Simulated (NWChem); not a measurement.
Molecule: H₂PO₄, doublet; SMILES [O]P(=O)(O)O

```xyz
7

O     -0.3103     1.0286    -1.1624
P     -0.0258     0.0852     0.0036
O      0.2363     1.0231     1.1776
O      1.1885    -0.9498    -0.2542
O     -1.2110    -0.9646     0.2286
H      2.0492    -0.5007    -0.3136
H     -0.8899    -1.8746     0.3434
```
Atoms are numbered in this order, from 1.

All runs: NWChem. Spin-unrestricted. Coordinates come from a B3LYP/6-31G* (spherical d), spin-unrestricted optimisation. No stability test was run on the SCF state. Level PBE/def2-SVP: energy and gradient on several grids; changes count from the extra-fine grid, which is no exact limit either.

Which is the coarsest grid (xcoarse; fine; xfine; coarse; medium) from which on the energy stays within 500 μHa and each gradient component within 500 μHa/bohr of xfine?

coarse.
```tsv
grid	size of the energy change (μHa)	largest change of a gradient component (μHa/bohr)	time, medium = 1 (rough)
xcoarse	8000	4000	about 1
coarse	50	200	about 1
medium	< 10	< 30	about 1
fine	< 10	< 30	about 1
xfine	< 10	< 30	3
```
